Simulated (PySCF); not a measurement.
Peak assignment

Numbering as in the mapped SMILES `[CH3:1][Si@H:2]([O:3][SiH3:4])[SiH:5]([SiH3:6])[SiH3:7]` (H(Xn): hydrogen on atom n).

Computed data (PySCF 2.14.0 with density-fitted response routines): shieldings: GIAO PBE0/pcSseg-1, geometry from GFN2-xTB. Rapidly exchanging positions averaged, relativity neglected, one computed conformer, in vacuum.

Shifts are taken against calculated references (same method and geometry level): $^{1}$H (σref 31.72) against TMS.

Problem. Assign these signals to the numbered atoms. $^{1}$H NMR (400 MHz, computed): δ 5.86 (m, 1H), 5.10 (s, 3H), 3.73 (d, 3H), 3.45 (m, 3H), 3.40 (m, 1H), 0.36 (d, 3H).

Solution. 
5.86 → H(Si2), hydrogen on a silicon bonded to C, O, Si
5.10 → H(Si4), hydrogen on a silicon bonded to O
3.73 → H(Si7), hydrogen on a silicon bonded to Si
3.45 → H(Si6), hydrogen on a silicon bonded to Si
3.40 → H(Si5), hydrogen on a silicon bonded to 3 Si
0.36 → H(C1), hydrogen on a methyl carbon bonded to Si: an electropositive neighbour shields it, as in TMS itself

H(Si6) and H(Si5) lie closer than the usual error of such a calculation, so a measured spectrum could show them in the other order.

Multiplicities follow the n + 1 count of equivalent neighbours, as no J values were calculated; m marks all less simple cases, F and P coupling included.
